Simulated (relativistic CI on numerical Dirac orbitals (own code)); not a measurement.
**Crystal-field levels of Rh⁺, 4d8**

Calculated by Dirac-Coulomb-Breit CI, orbitals from a KLI potential per configuration, model QED (radiative potential, 1s self-energy scaled to tabulated hydrogen-like ionisation energies), valence Slater integrals scaled by 0.8, one configuration in a parametric crystal field (own radial code).

Field parameters in Wybourne normalisation: Td as Oh with Dq negative (B⁴₀ = 21Dq, B⁴₄ = √(5/14) B⁴₀). The field is a parameter set, without covalency.

S is read from ⟨S²⟩ = S(S + 1).

Levels (cm⁻¹, degeneracy): 0 (1), 608 (3), 1574 (2), 2074 (3), 6116 (3), 6333 (3), 6680 (2), 6970 (1), 10902 (3), 11309 (2), 12659 (3), 15485 (3).

(1) Which field gives this pattern?
A. Td, 10Dq = -10050 cm⁻¹
B. Td, 10Dq = -5550 cm⁻¹
C. Td, 10Dq = -5450 cm⁻¹

## Answers

(1) B. Td, 10Dq = -5550 cm⁻¹, ground level with S = 1.00.
